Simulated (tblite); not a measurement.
Species: C4H12BN.
SMILES with atom numbers: `[CH3:1]/[CH:2]=[CH:3]\[B@H-:4]([CH3:5])[NH3+:6]` (hydrogens: H7, H8, H9 on C1; H10 on C2; H11 on C3; H12 on B4; H13, H14, H15 on C5; H16, H17, H18 on N6)
Bond orders are those of one Lewis drawing.

Computed with GFN2-xTB (tblite), gas phase: L-BFGS steps from a force-field or distance-geometry start until the largest atomic force falls under 0.01 eV/Å.

Step 69: E = -511.3044 eV
```
atom  x, y, z in Å  |  force x, y, z in eV/Å
C1      2.4078    0.4993   -0.0339   -0.022   0.041   0.005
C2      1.6664   -0.7195   -0.4821   -0.070  -0.028   0.062
C3      0.3892   -0.9759   -0.2285   -0.073   0.007   0.034
B4     -0.6685   -0.0570    0.5599    0.070   0.088   0.001
C5     -2.0847   -0.7840    0.8465    0.120  -0.040  -0.031
N6     -1.0171    1.1535   -0.5310   -0.042   0.072  -0.067
H7      3.3959    0.2167    0.3166    0.104   0.042   0.055
H8      1.8780    1.0081    0.7643   -0.034  -0.017   0.076
H9      2.5365    1.2007   -0.8582    0.067   0.040  -0.112
H10     2.2788   -1.4216   -1.0399   -0.010  -0.012  -0.066
H11     0.0103   -1.9070   -0.6408    0.003  -0.056   0.043
H12    -0.2588    0.5325    1.5126    0.088  -0.059   0.034
H13    -2.3765   -1.4670    0.0522   -0.124   0.037  -0.072
H14    -2.0355   -1.3747    1.7538   -0.010  -0.080   0.103
H15    -2.8842   -0.0590    0.9915   -0.121  -0.035  -0.010
H16    -0.1917    1.7328   -0.6263    0.032  -0.008  -0.071
H17    -1.8012    1.7046   -0.1990   -0.002   0.013   0.038
H18    -1.2535    0.7238   -1.4183    0.025  -0.006  -0.020
```

Step 70: E = -511.3073 eV
```
atom  x, y, z in Å  |  force x, y, z in eV/Å
C1      2.4060    0.5022   -0.0373    0.013   0.049  -0.002
C2      1.6679   -0.7232   -0.4734   -0.041  -0.013   0.036
C3      0.3909   -0.9792   -0.2196   -0.070  -0.005   0.020
B4     -0.6677   -0.0570    0.5625    0.063   0.066  -0.008
C5     -2.0850   -0.7819    0.8445   -0.027  -0.065  -0.006
N6     -1.0157    1.1497   -0.5339    0.014   0.082  -0.072
H7      3.4017    0.2292    0.3017    0.075   0.044   0.047
H8      1.8819    1.0084    0.7664   -0.031  -0.011   0.069
H9      2.5201    1.2028   -0.8661    0.053   0.016  -0.080
H10     2.2814   -1.4274   -1.0283   -0.016  -0.006  -0.057
H11     0.0152   -1.9127   -0.6301   -0.008  -0.051   0.063
H12    -0.2616    0.5369    1.5149    0.084  -0.073   0.025
H13    -2.3992   -1.4357    0.0281   -0.073   0.120   0.041
H14    -2.0347   -1.4054    1.7343   -0.014   0.001  -0.012
H15    -2.8748   -0.0464    1.0228   -0.032  -0.152  -0.024
H16    -0.1895    1.7320   -0.6182   -0.028  -0.032  -0.079
H17    -1.8049    1.6954   -0.2042    0.013   0.004   0.010
H18    -1.2405    0.7185   -1.4248    0.026   0.025   0.029
```

Step 71: E = -511.3107 eV
```
atom  x, y, z in Å  |  force x, y, z in eV/Å
C1      2.4085    0.5043   -0.0377    0.039   0.033   0.000
C2      1.6679   -0.7228   -0.4693    0.003   0.010  -0.002
C3      0.3908   -0.9790   -0.2149   -0.029  -0.018  -0.011
B4     -0.6676   -0.0561    0.5647    0.013   0.014  -0.017
C5     -2.0856   -0.7848    0.8452   -0.086   0.005   0.003
N6     -1.0176    1.1498   -0.5374    0.072   0.051  -0.032
H7      3.4068    0.2332    0.3010    0.023   0.040   0.028
H8      1.8865    1.0106    0.7684   -0.019  -0.005   0.029
H9      2.5244    1.2021   -0.8709    0.026  -0.010  -0.026
H10     2.2788   -1.4253   -1.0316   -0.029   0.013  -0.020
H11     0.0197   -1.9138   -0.6282   -0.028  -0.033   0.079
H12    -0.2594    0.5375    1.5168    0.060  -0.069   0.008
H13    -2.4115   -1.4289    0.0261   -0.018   0.090   0.025
H14    -2.0422   -1.4127    1.7323    0.018   0.000  -0.022
H15    -2.8757   -0.0494    1.0268   -0.012  -0.129  -0.007
H16    -0.1873    1.7272   -0.6203   -0.060  -0.030  -0.073
H17    -1.8046    1.6953   -0.2025    0.018   0.006  -0.016
H18    -1.2407    0.7189   -1.4292    0.010   0.032   0.055
```

Step 72: E = -511.3133 eV
```
atom  x, y, z in Å  |  force x, y, z in eV/Å
C1      2.4117    0.5089   -0.0399    0.036   0.008   0.003
C2      1.6687   -0.7204   -0.4640    0.021   0.021  -0.033
C3      0.3922   -0.9786   -0.2078    0.002  -0.023  -0.031
B4     -0.6684   -0.0561    0.5679   -0.025  -0.027  -0.014
C5     -2.0892   -0.7861    0.8435   -0.102   0.018   0.031
N6     -1.0177    1.1478   -0.5388    0.066   0.003   0.026
H7      3.4105    0.2368    0.2969    0.020   0.038   0.038
H8      1.8927    1.0186    0.7665   -0.012  -0.002   0.006
H9      2.5304    1.2015   -0.8775    0.002  -0.012  -0.010
H10     2.2774   -1.4235   -1.0296   -0.033   0.028   0.002
H11     0.0276   -1.9160   -0.6209   -0.051  -0.028   0.091
H12    -0.2614    0.5359    1.5219    0.045  -0.066  -0.009
H13    -2.4304   -1.4102    0.0152    0.029   0.069   0.017
H14    -2.0491   -1.4308    1.7202    0.038   0.024  -0.060
H15    -2.8743   -0.0501    1.0414   -0.015  -0.098   0.010
H16    -0.1848    1.7176   -0.6282   -0.007   0.017  -0.068
H17    -1.7995    1.6977   -0.2011   -0.001   0.020  -0.017
H18    -1.2452    0.7132   -1.4264   -0.013   0.012   0.019
```

Problem. Estimate the geometry and energy of step 73. (The exact step hangs on the optimiser's Hessian estimate; all steps are aligned on step 72, rigid shifts and turns removed.)

Solution. E = -511.3162 eV, largest force 0.116 eV/Å
```
atom  x, y, z in Å  |  force x, y, z in eV/Å
C1      2.4156    0.5143   -0.0428    0.020  -0.015   0.004
C2      1.6692   -0.7164   -0.4595    0.024   0.022  -0.053
C3      0.3934   -0.9780   -0.2013    0.028  -0.027  -0.038
B4     -0.6709   -0.0566    0.5700   -0.052  -0.054  -0.004
C5     -2.0949   -0.7868    0.8404   -0.078   0.056   0.048
N6     -1.0166    1.1462   -0.5388    0.050  -0.032   0.065
H7      3.4142    0.2386    0.2923    0.012   0.043   0.051
H8      1.8987    1.0278    0.7634    0.003   0.001  -0.015
H9      2.5386    1.2019   -0.8844   -0.019  -0.014   0.004
H10     2.2761   -1.4211   -1.0252   -0.025   0.029   0.010
H11     0.0364   -1.9202   -0.6097   -0.069  -0.023   0.090
H12    -0.2645    0.5294    1.5279    0.033  -0.050  -0.021
H13    -2.4511   -1.3895    0.0040    0.056   0.029  -0.012
H14    -2.0514   -1.4478    1.7046    0.042   0.013  -0.063
H15    -2.8755   -0.0529    1.0589   -0.019  -0.058   0.024
H16    -0.1820    1.7090   -0.6389    0.047   0.055  -0.056
H17    -1.7934    1.7018   -0.2008   -0.019   0.036  -0.007
H18    -1.2506    0.7065   -1.4207   -0.033  -0.011  -0.026
```

The energy changes by -0.0028 eV. The first-order estimate −F·Δx gives -0.0038 eV and the mean of the old and new forces, exact on a quadratic surface, -0.0028 eV. The step makes an angle of 75° with the force vector and moves no atom by more than 0.031 Å.

What follows is the cost of the whole relaxation. On an Arm Neoverse V1 with one thread, no GPU, on a shared host, this took 0.82 s.
